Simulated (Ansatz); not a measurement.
Mulliken charges of Cl₂H₂NNbO (`[NH]=[Nb]([OH])([Cl])[Cl]`) from r2SCAN/def2-TZVPP in Ansatz (PBE0-D4/def2-TZVP geometry).

```json
{"atom": "N1", "x (Å)": "-1.067", "y (Å)": "0.242", "z (Å)": "0.874", "charge (e)": "-0.619"}
{"atom": "Nb2", "x (Å)": "0.055", "y (Å)": "0.170", "z (Å)": "-0.441", "charge (e)": "1.366"}
{"atom": "O3", "x (Å)": "1.461", "y (Å)": "-0.961", "z (Å)": "0.077", "charge (e)": "-0.490"}
{"atom": "Cl4", "x (Å)": "-1.056", "y (Å)": "-0.700", "z (Å)": "-2.257", "charge (e)": "-0.332"}
{"atom": "Cl5", "x (Å)": "0.829", "y (Å)": "2.303", "z (Å)": "-0.814", "charge (e)": "-0.332"}
{"atom": "H6", "x (Å)": "-1.748", "y (Å)": "0.314", "z (Å)": "1.615", "charge (e)": "0.176"}
{"atom": "H7", "x (Å)": "1.586", "y (Å)": "-1.436", "z (Å)": "0.901", "charge (e)": "0.232"}
```

By hand: the dipole of these point charges (1 e Å = 4.8032 D).

Σ q r = (0.155, -0.257, 0.332) e Å, of length 0.448 e Å = 2.15 D.

How does the dipole of the full density compare? (Estimate.)

Computed: (0.021, -0.290, 0.576) e Å, 3.10 D; the point charges give 0.69 times that, at 21° from its direction.

Point charges leave out the atoms' own dipoles, such as those of lone pairs, and Mulliken's split depends on the basis, so the two needn't agree.
